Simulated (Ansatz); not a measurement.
FZn (SMILES [F][Zn+]), charge +1, singlet, at a GFN2-xTB geometry (such geometries of metal compounds can be far from the true shape). Base run: PBE/cc-pVDZ (Ansatz, a program for electronic structure).

Input for Ansatz:
Ansatz 0.2 input:
```yaml
crystal:
  periodic: [false, false, false]
  atoms:
    - {symbol: Zn, position_ang: [-0.00000000, -0.00000000, -0.40044249]}
    - {symbol: F, position_ang: [0.00000000, 0.00000000, 1.33480831]}
basis:
  gaussian:
    orbitals: cc-pVDZ
hamiltonian:
  xc: pbe
total_charge: 1
```

The base run was repeated with changes; each row names its change, and settings that it needs were set with it.

```json
[
 {"change": "base", "basis functions": "57", "E (Eh)": "-1878.56702"},
 {"change": "basis = cc-pVDZ-DK; relativity = none", "basis functions": "57", "E (Eh)": "-1869.46005"},
 {"change": "basis = x2c-SVPall; relativity = spin-free X2C; nucleus = Gaussian", "basis functions": "50", "E (Eh)": "-1894.72621"},
 {"change": "basis = x2c-TZVPall; relativity = spin-free X2C; nucleus = Gaussian", "basis functions": "79", "E (Eh)": "-1895.17562"},
 {"change": "basis = x2c-SVPall; relativity = none", "basis functions": "50", "E (Eh)": "-1872.39093"},
 {"change": "basis = cc-pVDZ-DK; relativity = spin-free X2C; nucleus = Gaussian", "basis functions": "57", "E (Eh)": "-1895.15127"},
 {"change": "basis = cc-pVDZ-DK; relativity = spin-free X2C", "basis functions": "57", "E (Eh)": "-1895.16016"},
 {"change": "basis = x2c-TZVPall; relativity = none", "basis functions": "79", "E (Eh)": "-1872.02440"},
 {"change": "basis = x2c-TZVPall; relativity = spin-free X2C", "basis functions": "79", "E (Eh)": "-1895.18334"},
 {"change": "basis = x2c-SVPall; relativity = spin-free X2C", "basis functions": "50", "E (Eh)": "-1894.73336"}
]
```

Total energies compare only within one method and basis.

Ansatz warned in this series: the basis is contracted for relativity, which the run leaves out.

Basis sets contracted for a relativistic Hamiltonian are a mismatch without it, so the rows without relativity aren't non-relativistic limits. No row has spin-orbit coupling; sets with core potentials leave out the core electrons.
